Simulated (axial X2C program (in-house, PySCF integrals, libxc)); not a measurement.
# Low determinants of CuBi at the PBE0 level, two-component

All values were computed with an in-house relativistic program for diatomic molecules. Two-component (2c) means X2C with spin–orbit coupling and atomic mean-field two-electron Coulomb and Gaunt terms. Basis: Bi dyall-v3z [12s14p10d5f], Cu dyall-v3z [9s9p6d3f2g] (cores contracted in-house); Gaussian nuclei, density fitting, unrestricted open shells. Masses: Bi 208.980 u, Cu 62.930 u.

Search at 2.508 Å (vertical energies from the lowest determinant):

```json
{"ΔE (eV)": "0.00", "state": "Ω = 0", "electrons beyond evenly filled partner blocks": "none", "electrons in ±ω = 1/2, 3/2, 5/2, 7/2": "66 32 12 2"}
{"ΔE (eV)": "0.31", "state": "Ω = 1", "electrons beyond evenly filled partner blocks": "ω = -1/2, ω = 3/2", "electrons in ±ω = 1/2, 3/2, 5/2, 7/2": "65 33 12 2"}
{"ΔE (eV)": "0.82", "state": "Ω = 2", "electrons beyond evenly filled partner blocks": "ω = 1/2, ω = 3/2", "electrons in ±ω = 1/2, 3/2, 5/2, 7/2": "65 33 12 2"}
{"ΔE (eV)": "1.86", "state": "Ω = 0", "electrons beyond evenly filled partner blocks": "none", "electrons in ±ω = 1/2, 3/2, 5/2, 7/2": "64 34 12 2"}
{"ΔE (eV)": "1.88", "state": "Ω = 1", "electrons beyond evenly filled partner blocks": "2 × ω = 1/2", "electrons in ±ω = 1/2, 3/2, 5/2, 7/2": "66 32 12 2"}
{"ΔE (eV)": "2.84", "state": "Ω = 3", "electrons beyond evenly filled partner blocks": "2 × ω = 3/2", "electrons in ±ω = 1/2, 3/2, 5/2, 7/2": "66 32 12 2"}
{"ΔE (eV)": "2.88", "state": "Ω = 4", "electrons beyond evenly filled partner blocks": "ω = 3/2, ω = 5/2", "electrons in ±ω = 1/2, 3/2, 5/2, 7/2": "66 33 11 2"}
```

Lowest determinant, Ω = 0 (closed shell): Re = 2.501 Å, ωe = 194.8 cm⁻¹.

The determinant in row 2 of the search, Ω = 1 (⟨Sz⟩ = 0.85, ⟨Lz⟩ = 0.15 at PBE0), was followed along the bond at PBE0; measured from the minimum of the lowest determinant it gives:

Te = 0.307 eV (2476 cm⁻¹), Re = 2.495 Å, ωe = 192.3 cm⁻¹.

(1) Compare the bond of the determinant in row 2 with that of the lowest one.

The search compares states at one distance, so a state with another bond length can lie lower; it is not exhaustive and yields mostly the lowest determinant of each block pattern, so other components and higher states of one pattern are missing. These are energies of single determinants, not of spin-adapted states; PBE0 term energies can be off by some tenths of an eV, and the functional has no current term. Open-shell Ω = 0 determinants with evenly filled partner blocks cannot be reached by this program, so the Ω shown need not be the lowest component. The lowest determinant need not be the ground state where others lie within half an eV. Where ⟨Sz⟩ is far from a half-integer, Re and ωe of a determinant are not those of a level. A closed-shell Ω = 0 row of a π² shell mixes the 0⁺ component of the triplet with ¹Σ⁺ and matches no level; 0⁺ can lie lowest.

## Answers

(1) At PBE0 its Re is 0.006 Å shorter and its force constant, which goes as ωe², is 0.97 times that of the lowest determinant. This determinant mixes spin states, so it has no term energy of its own.
